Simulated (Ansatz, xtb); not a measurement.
## C6H6N2: 5 structures ranked

5 gas-phase structures of C6H6N2, from a drawn sample of its isomers (lower ones may exist). Each was relaxed with GFN2-xTB; where two conformers were screened, the lower at r2SCAN-D4/def2-SVP//GFN2-xTB is listed:

A. `N#C[C@H]1C[C@H](C#N)C1`, a singlet
B. `N#CC1(C#N)CCC1`, a singlet
C. `N#C[C@H]1C[C@@H](C#N)C1`, a singlet
D. `N#C[C@@H]1CC[C@@H]1C#N`, a singlet
E. `N#C[C@@H]1CC[C@H]1C#N`, a singlet

**Question.** Make a reasoned guess at their ranking by r2SCAN-D4/def2-SVP//GFN2-xTB single-point energy.

**Answer.** Calculated order at r2SCAN-D4/def2-SVP//GFN2-xTB: C (0.0), A (0.6), E (2.4), D (10.1), B (24.9) kJ/mol. Less than 1 kcal/mol parts C and A; A and E, so the order within those pairs means little.

Energies above the lowest of each column, in kJ/mol; the last columns are at r2SCAN-D4/def2-SVP geometries:

| structure | GFN2-xTB | HF/STO-3G | r2SCAN-D4/def2-SVP//GFN2-xTB | r2SCAN-D4/def2-SVP | CCSD(T)/def2-SVP + ΔMP2/def2-TZVPP |
| --- | --- | --- | --- | --- | --- |
| C | 1.5 | 0.0 | 0.0 | 0.0 | 0.0 |
| A | 0.0 | 1.5 | 0.6 | 1.4 | 0.8 |
| E | 0.6 | 2.6 | 2.4 | 1.5 | 1.8 |
| D | 6.5 | 8.4 | 10.1 | 9.8 | 9.1 |
| B | 9.0 | 17.3 | 24.9 | 24.2 | 19.8 |

CCSD(T)/def2-SVP + ΔMP2/def2-TZVPP has A and C and E within 1 kcal/mol of each other at the bottom, and every level picks one of them. Frequencies (GFN2-xTB) were run for A, B, D, E alone. ΔMP2 is the change of the MP2 energy from the smaller to the larger basis.

Over these structures GFN2-xTB departs from r2SCAN-D4/def2-SVP//GFN2-xTB by 4.7 kJ/mol on average once a common shift is removed. A GFN2-xTB relaxation took about 0.091 s and the r2SCAN-D4/def2-SVP//GFN2-xTB energy about 3.6 s on a shared host (Ansatz 0.2.0, xtb 6.7.1).
